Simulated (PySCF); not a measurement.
Species: 3-chloro-1,1,1,2,2-pentafluoropropane, C3H2ClF5.
Z-matrix (Å and degrees, PBE0-D3(BJ)/def2-SVP geometry), rows numbered from 1:
```
F 
C   1  1.3321
F   2  1.3221  1  108.81
F   2  1.3244  1  108.58  3  -118.19
C   2  1.5441  1  109.53  3   121.91
F   5  1.3406  2  107.74  1  -172.85
F   5  1.3505  2  106.59  1    71.07
C   5  1.5159  2  116.06  1   -47.50
Cl  8  1.7660  5  113.56  2   -64.56
H   8  1.0985  5  106.59  2   175.40
H   8  1.0971  5  108.98  2    57.51
```

Level of theory: PBE0-D3(BJ)/def2-SVP geometry optimisation, gas phase in PySCF.

Masses are those of the commonest isotopes; rigid-rotor values at the optimised geometry. The values belong to one conformer with, in the numbering `[F:1][C:2]([F:3])([F:4])[C:5]([F:6])([F:7])[CH2:8][Cl:9]`, C2–C5–C8–Cl9 -65°.

(1) Give the principal moments of inertia and the rotational constants in GHz.

(2) What kind of rotor is it?

(3) What does the inertial defect say?

(4) Give the other two planar moments, Paa and Pbb, and the rms extents of the mass along the axes.

(5) Give the coordinates in the principal-axis frame, origin at the centre of mass.

(6) Predict some low-J microwave lines.

(7) Estimate the classical rotational partition function at 10 K, 25 K and 50 K.

## Answers

(1) Ia = 259.26, Ib = 448.45, Ic = 522.24 u·Å²; 505379 MHz·u·Å²/I gives 1949, 1127 and 967.7 MHz, that is A = 1.9493, B = 1.1269, C = 0.9677 GHz.

(2) An asymmetric top. Ray's parameter κ = (2B − A − C)/(A − C) = -0.676; −1 is the prolate and +1 the oblate limit.

(3) Not planar: Δ = Ic − Ia − Ib = -185.47 u·Å². For a rigid frame Δ = −2 Σ m c², so Σ m c² = 92.73 u·Å² lies off the ab plane: 3.61 from hydrogen and 89.13 from heavier atoms. The atom farthest from that plane is 1.76 Å away.

(4) Paa = Σ m a² = (Ib + Ic − Ia)/2 = 355.72 and Pbb = Σ m b² = (Ia + Ic − Ib)/2 = 166.52 u·Å². With the mass M = 167.98 u, the rms extents √(P/M) along a, b and c are 1.46, 1.00, 0.74 Å.

(5) The sense of each axis is arbitrary; atoms in the order of the calculation.
| atom | mass (u) | a (Å) | b (Å) | c (Å) |
| --- | --- | --- | --- | --- |
| F1 | 18.998 | 1.018 | 1.020 | -1.255 |
| C2 | 12.000 | 0.970 | 0.537 | -0.014 |
| F3 | 18.998 | 0.449 | 1.456 | 0.781 |
| F4 | 18.998 | 2.206 | 0.280 | 0.387 |
| C5 | 12.000 | 0.134 | -0.761 | 0.003 |
| F6 | 18.998 | -0.024 | -1.128 | 1.282 |
| F7 | 18.998 | 0.872 | -1.703 | -0.622 |
| C8 | 12.000 | -1.198 | -0.704 | -0.719 |
| Cl9 | 34.969 | -2.348 | 0.421 | 0.010 |
| H10 | 1.008 | -1.618 | -1.718 | -0.682 |
| H11 | 1.008 | -1.026 | -0.420 | -1.764 |

(6) The dipole components are |μa| = 0.81 D, |μb| = 0.84 D, |μc| = 1.35 D. The squared components, which scale the intensities, stand as 0.37 : 0.39 : 1.00 (a : b : c). Some lines, for components of 0.1 D or more:

| type | branch | J(Ka,Kc) | MHz | lower level (cm⁻¹) |
| --- | --- | --- | --- | --- |
| a | Q | 4(1,3) ← 4(1,4) | 1580 | 0.701 |
| b | Q | 2(2,0) ← 2(1,1) | 2488 | 0.248 |
| b | Q | 2(2,1) ← 2(1,2) | 2945 | 0.232 |
| b | Q | 3(2,2) ← 3(1,3) | 3196 | 0.433 |
| b | Q | 3(3,1) ← 3(2,2) | 4522 | 0.540 |
| c | R | 2(1,1) ← 1(0,1) | 5330 | 0.070 |
| a | R | 3(0,3) ← 2(0,2) | 6202 | 0.209 |
| b | Q | 4(4,1) ← 4(3,2) | 6281 | 0.971 |
| c | R | 2(2,0) ← 1(1,0) | 6837 | 0.103 |
| b | R | 2(2,0) ← 1(1,1) | 6996 | 0.097 |
| b | R | 4(0,4) ← 3(1,3) | 7673 | 0.433 |
| b | R | 3(2,2) ← 2(1,1) | 8751 | 0.248 |
| c | R | 3(2,2) ← 2(1,2) | 9229 | 0.232 |
| b | R | 3(2,1) ← 2(1,2) | 9331 | 0.232 |
| c | R | 3(3,1) ← 2(2,1) | 10806 | 0.330 |
| c | R | 4(2,2) ← 3(1,2) | 10898 | 0.465 |
| b | R | 4(2,2) ← 3(1,3) | 11852 | 0.433 |
| c | R | 4(4,1) ← 3(3,1) | 14697 | 0.690 |

(7) Point group C1, symmetry number σ = 1; q = (√π/σ)·√((kT/h)³/(ABC)), k/h = 20836.6 MHz/K: 3660 at 10 K, 14500 at 25 K, 40900 at 50 K.

No frequency check. Zero-point vibration and centrifugal distortion are left out. Quadrupole hyperfine structure (35Cl) is left out.
